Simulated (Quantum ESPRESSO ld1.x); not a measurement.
Question: The potassium ion K2+, 17 electrons, occupied as [He] 2s2 2p5.75 3s2 3p5 4s0.25 (fractional occupations, a model configuration). All-electron calculation, Dirac Kohn-Sham, LDA (Slater exchange, Gunnarsson-Lundqvist correlation), spin-unpolarised, spherical densities, point nucleus; open shells fill j = l - 1/2 first. Program: ld1.x of Quantum ESPRESSO 7.5. Some entries of the table are withheld. Estimate them.

orbital  occ.  eigenvalue (eV)  <1/r> (bohr^-1)
1s1/2       2         -3549.28            18.67
2s1/2       2         -384.959            3.815
2p1/2       2         -315.471            3.746
2p3/2    3.75         -312.542            3.710
3s1/2       2         -59.2871            1.154
3p1/2       2              (1)            1.040
3p3/2       3              (2)            1.033
3d3/2       0         -17.7066           0.7463
3d5/2       0         -17.6856           0.7452
4s1/2    0.25         -15.0959           0.4052
4p1/2       0              (3)           0.3485
4p3/2       0              (4)           0.3471
5s1/2       0          -6.3737           0.2011
4f5/2       0              (5)           0.1704
4f7/2       0              (6)           0.1704

Answer: 
(1) 3p1/2 eigenvalue (eV): -42.3548
(2) 3p3/2 eigenvalue (eV): -42.0342
(3) 4p1/2 eigenvalue (eV): -11.4585
(4) 4p3/2 eigenvalue (eV): -11.4135
(5) 4f5/2 eigenvalue (eV): -4.2310
(6) 4f7/2 eigenvalue (eV): -4.2309
